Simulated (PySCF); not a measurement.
CH$_{2}$BFSi (calculated)

Calculation on a computer-drawn molecule: the log of a Hartree-Fock and frozen-core CCSD(T) single point meant for a local Hartree-Fock minimum, with one planted fault or none, to be diagnosed. Offsets are logged minus clean, where the clean run is the same molecule without the fault. The reference is restricted for singlets and unrestricted otherwise, and also for a bond in bohr or an excited solution. Adding or removing an electron swaps singlet and doublet. The excited solution moves the top pair (singlet) or top alpha electron (doublet) to the lowest empty orbital. Highest occupied and lowest empty are orbital energies over both spins, largest force is the largest gradient component, triples share is (T) over the correlation energy, the T1 limit is 0.02 restricted and 0.045 unrestricted, electrons count all cores, a negative frequency is imaginary (commonest isotopes), and the dipole is about the centre of nuclear charge. Program: PySCF 2.14.0.

Common to all runs: meant charge 0; meant multiplicity 1; meant basis cc-pV(D+d)Z; logged electrons 36; logged basis functions 75; logged SCF converged yes; logged CC converged yes; logged SCF stable within its kind yes; possible faults no fault, one electron removed, one electron added, multiplicity raised by two, geometry at a saddle point, SCF held on an excited solution, minimal basis STO-3G, one bond length entered in bohr, all coordinates scaled.

```json
{"entry": 1, "formula": "CH2BFSi", "logged_structure": {"atoms_angstrom": [["C", 0.2712, 1.1308, 1.1906], ["B", 1.2334, 0.393, 0.3542], ["Si", 2.7247, -0.7065, -0.7451], ["F", 1.9417, -0.6117, -2.2836], ["H", -0.694, 1.5831, 0.7652], ["H", 0.4408, 1.2903, 2.315]]}, "given": {"logged_spin_squared": 0.0, "logged_highest_occupied [eV]": -8.7426, "logged_lowest_empty [eV]": 0.062098, "logged_largest_force [hartree/bohr]": 0.042202, "logged_T1_diagnostic": 0.018978, "logged_D1_diagnostic": 0.054314, "logged_triples_share": 0.032726, "logged_dipole_magnitude [debye]": 1.7361, "logged_energy_HF [hartree]": -452.02283, "logged_energy_CCSD(T) [hartree]": -452.55347, "drawn_bonds_atom": [1, 2, 3, 1, 1], "drawn_bonds_other_atom": [2, 3, 4, 5, 6], "drawn_bonds_order": [2, 1, 1, 1, 1]}, "results": {"planted_fault": "all coordinates scaled, by +5.7 %", "HF_energy_offset_from_clean_run [kcal/mol]": 11.08, "CCSD(T)_energy_offset_from_clean_run [kcal/mol]": 5.209}}
{"entry": 2, "formula": "CH2BFSi", "logged_structure": {"atoms_angstrom": [["C", 0.2566, 1.0698, 1.1264], ["B", 1.1669, 0.3718, 0.3351], ["Si", 2.5778, -0.6684, -0.7049], ["F", 1.837, -0.5787, -2.1605], ["H", -0.6566, 1.4977, 0.724], ["H", 0.417, 1.2207, 2.1901]]}, "given": {"logged_spin_squared": 2.095, "logged_highest_occupied [eV]": -8.0545, "logged_lowest_empty [eV]": -0.30023, "logged_largest_force [hartree/bohr]": 0.03012, "logged_T1_diagnostic": 0.030441, "logged_D1_diagnostic": 0.10245, "logged_triples_share": 0.029936, "logged_dipole_magnitude [debye]": 2.0116, "logged_energy_HF [hartree]": -451.9991, "logged_energy_CCSD(T) [hartree]": -452.49481, "drawn_bonds_atom": [1, 2, 3, 1, 1], "drawn_bonds_other_atom": [2, 3, 4, 5, 6], "drawn_bonds_order": [2, 1, 1, 1, 1]}, "results": {"planted_fault": "multiplicity raised by two", "HF_energy_offset_from_clean_run [kcal/mol]": 25.97, "CCSD(T)_energy_offset_from_clean_run [kcal/mol]": 42.01}}
```
